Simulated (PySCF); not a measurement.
SMILES [CH3][Cd][Cl] at its B3LYP/def2-SVP optimised geometry (Å):

```
6

Cd     0.0874     0.1719     0.0000
Cl     2.4040     0.1719     0.0000
C     -2.0283     0.1809    -0.0009
H     -2.3934     0.5519     0.9674
H     -2.4040    -0.8387    -0.1666
H     -2.3906     0.8387    -0.8038
```

Computed with PySCF with B3LYP/def2-TZVP, def2 effective core potentials past Kr. The core electrons that the potentials of Cd replace are not part of the density.

Map of the log10 of the electron density (e/bohr³), floored at −4 on the plane z = 1.5 Å:

```
|                             |
|                             |
|                             |
|                             |
|                             |
|                             |
|                             |
|      ....  ....   ....      |
|    .:---::::::::::::-::..   |
|   :-=+++=---===---=====-:.  |
|  .-+*##**+=+++++==+++++=-:  |
|  :=*#%%%#*+****+++*****+=-. |
| .-+*%@@@#***###****####*+-: |
| .-+*%@@@%#*#####**##%%#*+=: |
|  :=*#%%%#**#####**##%%#*+-: |
|  :-+*###*****##****####*+-: |
|  .:=++++++++***+++*****+=-. |
|   .:-=======+++===+++++=-:  |
|    .:--------=-----===--:.  |
|     ......:::::::::::::.    |
|             ..     ...      |
|                             |
|                             |
|                             |
|                             |
|                             |
|                             |
|                             |
|                             |
```
Scale: ten equal steps from -4.00 (start of ' ') to -1.46 (end of '@'), in the order ' .:-=+*#%@'; x runs from -4.50 to 4.50, y from -4.50 (bottom) to 4.50 (top).
